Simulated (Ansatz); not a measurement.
# WOF4 (SMILES O=[W](F)(F)(F)F): the vertical ionisation energy, rung by rung

The species is WOF4 (6 atoms), meant as a singlet with charge 0. SMILES: `O=[W](F)(F)(F)F`. The shape is that of a PBE0-D4/def2-TZVP optimisation.

Each level gives the vertical ionisation energy (to the doublet cation) (eV). The values are calculated.

```tsv
level	kind	program	value (eV)	CPU time (all runs)
HF/def2-SVP (core potential)	Hartree–Fock	Ansatz	13.44	34 s
BLYP/def2-SVP (core potential)	GGA	Ansatz	13.15	56 s
PBE/def2-SVP (core potential)	GGA	Ansatz	?	53 s
revPBE/def2-SVP (core potential)	GGA	Ansatz	?	54 s
r2SCAN/def2-SVP (core potential)	meta-GGA	Ansatz	13.65	83 s
B3LYP/def2-SVP (core potential)	global hybrid	Ansatz	13.89	60 s
PBE0/def2-SVP (core potential)	global hybrid	Ansatz	13.95	34 s
CCSD(T)/def2-SVP (core potential)	coupled cluster or CI	Ansatz	14.11	6.8 min
```

(1) Estimate the missing values from the other rows.

## Answers

(1) As computed at these levels: PBE/def2-SVP (core potential): 13.30 eV; revPBE/def2-SVP (core potential): 13.21 eV. Spin-orbit coupling, which can split open shells on such heavy atoms by tenths of an eV, is left out. The values span 13.15 to 14.11 eV. CPU times are rough (shared hosts, several kinds of processor): they show what a rung costs within a factor of a few.
